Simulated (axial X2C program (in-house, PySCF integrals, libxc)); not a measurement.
## Nuclear properties of AsOH⁺

Calculated with an in-house all-electron X2C program for linear molecules (integrals from PySCF): two-component X2C with atomic mean-field Coulomb and Gaunt terms, Gaussian nuclei, basis As dyall-v3z, O dyall-av3z, H dyall-v3z with contracted cores.

As–O–H held linear, with bonds 1.647 and 0.968 Å (near the PBE0 minimum at charge 1 of the determinant lowest at the starting distance; the state shown can have its own minimum elsewhere, held linear; other orders of the atoms were not compared).

Input and command:
```json
{"zs": [33, 8, 1], "q": 1, "bas": ["dyall-v3z", "dyall-av3z", "dyall-v3z"], "r0": [1.84, 0.96], "symm": 0, "scan": ["PBE0", "HF", "LDA"], "levels": ["PBE0", "HF", "LDA"], "nst": 2}
```
```bash
python solin.py task.json out
```

Keys: zs atomic numbers; q charge; bas basis sets; r0 starting distance in Å; symm equal bonds; scan levels of the two-bond scan; levels methods; nst determinants followed.

Determinant lowest in the PBE0 search, Ω = 1/2 (⟨Sz⟩ = -0.50, ⟨Lz⟩ = 1.00 at PBE0), spin on the atoms As -0.48, O -0.02, H 0.00:

```json
{"level": "PBE0", "Eeff magnitude (GV/cm)": "0.00364", "Ws magnitude As (kHz)": "0.0256", "A∥/gI As (MHz)": "2190", "qzz As (a.u.)": "-0.12", "A∥/gI O (MHz)": "211", "qzz O (a.u.)": "1.47", "A∥/gI H (MHz)": "7.39", "qzz H (a.u.)": "0.44"}
{"level": "HF", "Eeff magnitude (GV/cm)": "0.286", "Ws magnitude As (kHz)": "0.272", "A∥/gI As (MHz)": "1990", "qzz As (a.u.)": "-0.85", "A∥/gI O (MHz)": "141", "qzz O (a.u.)": "1.58", "A∥/gI H (MHz)": "6.56", "qzz H (a.u.)": "0.43"}
{"level": "LDA", "Eeff magnitude (GV/cm)": "0.179", "Ws magnitude As (kHz)": "0.123", "A∥/gI As (MHz)": "2220", "qzz As (a.u.)": "0.19", "A∥/gI O (MHz)": "247", "qzz O (a.u.)": "1.38", "A∥/gI H (MHz)": "7.18", "qzz H (a.u.)": "0.44"}
```

Determinant 0.18 eV from it at PBE0 and this distance, Ω = 3/2 (⟨Sz⟩ = 0.50, ⟨Lz⟩ = 1.00 at PBE0), spin on the atoms As 0.49, O 0.02, H 0.00:

```json
{"level": "PBE0", "Eeff magnitude (GV/cm)": "0.281", "Ws magnitude As (kHz)": "0.0876", "A∥/gI As (MHz)": "350", "qzz As (a.u.)": "-0.27", "A∥/gI O (MHz)": "61.9", "qzz O (a.u.)": "1.46", "A∥/gI H (MHz)": "2.7", "qzz H (a.u.)": "0.43"}
{"level": "HF", "Eeff magnitude (GV/cm)": "0.778", "Ws magnitude As (kHz)": "0.229", "A∥/gI As (MHz)": "425", "qzz As (a.u.)": "-1.01", "A∥/gI O (MHz)": "69", "qzz O (a.u.)": "1.57", "A∥/gI H (MHz)": "2.3", "qzz H (a.u.)": "0.43"}
{"level": "LDA", "Eeff magnitude (GV/cm)": "0.0743", "Ws magnitude As (kHz)": "0.0287", "A∥/gI As (MHz)": "368", "qzz As (a.u.)": "0.03", "A∥/gI O (MHz)": "53.6", "qzz O (a.u.)": "1.36", "A∥/gI H (MHz)": "2.92", "qzz H (a.u.)": "0.44"}
```

Eeff is the effective electric field on the electron electric dipole moment in this Ω state and Ws the scalar–pseudoscalar constant of the nucleus named (defined with the proton number Z and per Ω); A∥ (defined per Ω) follows by multiplying with gI = μI/(I μN); qzz is the electric field gradient, eQq0 = 234.96 MHz × Q/barn × qzz. The operators were transformed with the bare-nucleus X2C matrices; with these basis sets, hyperfine constants and field gradients can be off by tens of per cent, and where levels differ in sign neither size nor sign is settled.

Q: With gI(75As) = 0.9597, gI(17O) = -0.7575, Q(17O) = -0.02558 barn, gI(1H) = 5.5857 (g factors from the IAEA table of nuclear moments by Stone; Q from Pyykkö, Mol. Phys. 2018), turn the PBE0 values of the first state into constants in MHz.

A: A∥(75As) = 2190 × 0.9597 = 2100 MHz; A∥(17O) = 211 × -0.7575 = -160 MHz; eQq0(17O) = 234.96 × (-0.02558) × (1.47) = -8.84 MHz; A∥(1H) = 7.39 × 5.5857 = 41.3 MHz.

The molecule was held linear; bending was not examined, so a bent shape may lie lower.

Each state is one determinant with collinear spin. Unrestricted Hartree–Fock can overshoot spin polarisation at the nuclei. In the state Ω = 1/2 the sign of Eeff differs between levels (HF against PBE0). Where Eeff spreads by more than a factor of two the levels disagree and none is to be relied on. The search compared states at one distance, so a state with another bond length can lie lower. The sign of Ws at As differs between levels in the first state. Where a field gradient or hyperfine factor spreads by more than a factor of two over the levels, a constant derived from it is not to be relied on. PBE0 term energies can be off by some tenths of an eV.
